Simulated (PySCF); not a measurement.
Species: CH7Al2Cl2N.
Geometry (PBE0-D3(BJ)/def2-SVP, Å), atoms numbered from 1 in this order:
```
atom  x, y, z in Å
C1    -2.4285   -1.0848   -0.2755
N2    -1.0428   -0.8091    0.0306
Al3   -0.0977    0.5811   -0.5304
Cl4    0.9411    1.6511    1.2680
Al5    3.0244    0.9723    0.5559
Cl6    2.0131   -0.1043   -1.2211
H7    -2.8272   -0.3178   -0.9592
H8    -3.0774   -1.0786    0.6201
H9    -2.5697   -2.0595   -0.7780
H10   -0.6402   -1.5028    0.6528
H11   -0.6610    1.6596   -1.5254
H12    3.8121    2.2212    0.0026
H13    3.5527   -0.1261    1.5582
```

Computed with PySCF at wB97X-D/def2-SVPD, non-relativistic, on one gas-phase PBE0-D3(BJ)/def2-SVP geometry that isn't relaxed in the solvent. The solvent is an IEF-PCM continuum (cavity from Bondi-type radii × 1.2). Specific hydrogen bonds and non-electrostatic terms are outside this model.

Gas phase at wB97X-D/def2-SVPD: HOMO -8.70 eV, LUMO 1.08 eV, dipole 1.17 D.

What does the continuum do to the energy, the frontier levels and the dipole at wB97X-D/def2-SVPD in chloroform and dichloromethane?

```
        solvent      ε  E(solvent) − E(gas) (kcal/mol)  polarisation term (kcal/mol)  distortion of the solute (kcal/mol)  HOMO (eV)  LUMO (eV)  dipole (D)
     chloroform  4.711                           -3.10                         -3.29                                 0.19      -8.51       1.30        1.31
dichloromethane   8.93                           -3.76                         -4.05                                 0.29      -8.49       1.33        1.34
```

The first energy column is the sum of the next two and covers electrostatics alone. From chloroform to dichloromethane the lowering changes by a factor 1.21, Onsager's factor (ε − 1)/(2ε + 1) by 1.18 and ε itself by 1.9.

Which radius a makes the point-dipole formula ΔE = −[(ε − 1)/(2ε + 1)]·μ²/a³ give the value in dichloromethane, with the gas-phase dipole?

μ = 0.460 au and |ΔE| = 0.00599 Eh give a = 1.30 Å; the farthest nucleus lies 4.41 Å from the centroid of the nuclei, so such a sphere wouldn't even hold the nuclei. The formula assumes a rigid point dipole at the centre of a sphere.

Give the dipole vector in the frame of the coordinates (D, pointing from negative to positive charge), gas and dichloromethane.

Gas (-0.69, -0.88, 0.35), solvent (-0.71, -1.04, 0.46). Its length changes by +15 % and its direction by 5°.

How does the static polarisability (wB97X-D/def2-SVPD, frozen core, with the continuum's full static response) change?

```json
{"medium": "gas", "isotropic (au)": "100.1", "principal values (au)": "88.8, 92.3, 119.0", "⟨r²⟩ of the electrons (bohr²)": "1546.1"}
{"medium": "chloroform", "isotropic (au)": "124.0", "principal values (au)": "113.4, 117.4, 141.2", "⟨r²⟩ of the electrons (bohr²)": "1546.8"}
{"medium": "dichloromethane", "isotropic (au)": "129.9", "principal values (au)": "120.1, 124.0, 145.6", "⟨r²⟩ of the electrons (bohr²)": "1547.0"}
```

The isotropic value in dichloromethane is 1.30 times the gas-phase one; no cavity-field correction is applied. ⟨r²⟩ is taken about the centre of nuclear charge.

Hardware: one thread, Arm Neoverse V1, shared host. Cost: 30 s. This is the whole response run at wB97X-D/def2-SVPD in dichloromethane, SCF included.

The pairwise dispersion term of wB97X-D wasn't added to the energies; at a given geometry it leaves orbitals and properties as they are.
